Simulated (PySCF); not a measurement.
## ZrI: one state, many levels of theory

State: quartet, unpaired electrons σ ↑, π ↑, δ ↑, a mixture of terms (⟨Lz²⟩ = 4.9). Set-up: basis Zr def2-TZVPP with ECP28, I def2-TZVPP with ECP28; scalar-relativistic core potentials; PySCF 2.14. De refers to Zr (4d2 5s2) + I in their high-spin ground configurations, without counterpoise correction. The functionals are run spin-unrestricted. A positive dipole means Zr(−)I(+).

```
      Level  Re (Å)  ωe (cm⁻¹)  De (eV)  μ (D)  CPU s a point (SCF and correlation, without the integrals)
        UHF   2.858        189      n/a  -4.40                                                         2.6
    UHF-MP2   2.713        218      n/a    n/a                                                           5
UHF-SCS-MP2   2.745        211      n/a    n/a                                                         n/a
        PBE   2.725        210      n/a  -3.21                                                         3.1
       PW91   2.724        210      n/a  -3.21                                                         1.4
       TPSS   2.739        208      n/a  -3.40                                                         3.5
     r²SCAN   2.734        211      n/a  -3.62                                                         3.5
       PBE0   2.730        211      n/a  -3.77                                                         9.3
      B97-3   2.757        202      n/a  -3.58                                                         4.4
  BHandHLYP   2.773        203      n/a  -4.25                                                         3.4
      ωB97X   2.753        208      n/a  -4.14                                                          11
```

(1) What does the step from GGA to meta-GGA do here, going from PBE to r²SCAN?

Correlated steps freeze 4 core orbitals. De is left out where the level can put another filling of the metal’s s and d shells below the measured ground configuration, by anything from nothing to about 1 eV. These are scalar-relativistic numbers at best; spin–orbit coupling would shift them, the dissociation energy most. The state is the lowest single determinant that the PBE0 search found; with open d or f shells the true ground state can be another one.

The whole job (state search and all levels along the bond) took about 7.1 min on 2 threads of Arm Neoverse V2 (shared host), peak memory 3.9 GiB.

Results:

(1) r²SCAN less PBE: +0.9 pm in Re, +0.5 % in ωe.
